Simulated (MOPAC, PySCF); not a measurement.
CH5AlO2, SMILES `[CH3][Al]([OH])[OH]` (O–Al–O–H torsion 1°, O–Al–O–H torsion -1°), neutral singlet in the gas phase. 

Cartesian coordinates (Å):
```xyz
9

C     -1.4970    -0.1681     0.1466
Al     0.4127     0.0460    -0.0529
O      1.4012    -1.3332     0.0476
O      1.0357     1.6061    -0.3124
H     -1.7847    -0.1265     1.2020
H     -2.0493     0.6225    -0.3664
H     -1.8374    -1.1333    -0.2362
H      2.3560    -1.3380    -0.0203
H      1.9628     1.8245    -0.4080
```
Charge 0, spin multiplicity 1.

All levels are single points at this geometry (r2SCAN-D4/def2-TZVP); Pople sets use spherical d functions. Orbital energies aren't observables, and empty levels follow the basis.

```csv
level,HOMO (eV),LUMO (eV),gap (eV),dipole (D),"vertical IE, Delta-SCF (eV)"
r2SCAN-D4/def2-TZVP in PySCF,-7.52,-0.39,7.13,1.73,–
B3LYP/3-21G in PySCF,-7.49,0.24,7.73,2.51,–
B3LYP/6-31G* in PySCF,-8.13,-0.08,8.05,1.95,10.69
B3LYP/LANL2DZ in PySCF,-8.40,-0.07,8.32,2.21,–
M06-2X/6-31G* in PySCF,-9.62,0.87,10.49,2.04,–
PBE/6-31G* in PySCF,-6.68,-0.60,6.08,1.87,–
SVWN5/6-31G* in PySCF,-6.83,-0.74,6.09,1.93,–
HF/3-21G in PySCF,-11.61,3.51,15.13,2.57,–
HF/6-31G* in PySCF,-11.68,3.04,14.73,2.16,10.06
HF/STO-3G in PySCF,-8.39,10.27,18.65,1.65,–
AM1 in MOPAC,-11.25,0.57,11.82,1.60,–
PM6 in MOPAC,-11.53,2.41,13.94,1.57,–
PM7 in MOPAC,-10.61,2.07,12.68,2.82,–
```
